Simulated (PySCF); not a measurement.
Correlation energy of N (nitrogen, neutral)

[He] 2s2 2p3, high-spin 4S determinant. Computed with PySCF 2.14 in aug-cc-pwCVQZ (9s8p6d4f2g, 109 functions), with no relativity, point nucleus. Frozen: nothing; 7 electrons correlated.

MP2 pair energies summed by pair of shells (mhartree):

| pair | energy | share (%) |
| --- | --- | --- |
| 2s-2p | -68.94 | 43.1 |
| 1s-1s | -38.19 | 23.9 |
| 2p-2p | -24.58 | 15.4 |
| 2s-2s | -12.40 | 7.8 |
| 1s-2p | -9.91 | 6.2 |
| 1s-2s | -5.76 | 3.6 |

Total MP2 correlation energy: -159.77 mhartree.

Same-spin part -37.20 and opposite-spin part -122.57 mhartree; SCS-MP2 scales them by 1/3 and 6/5 to -159.48 mhartree.
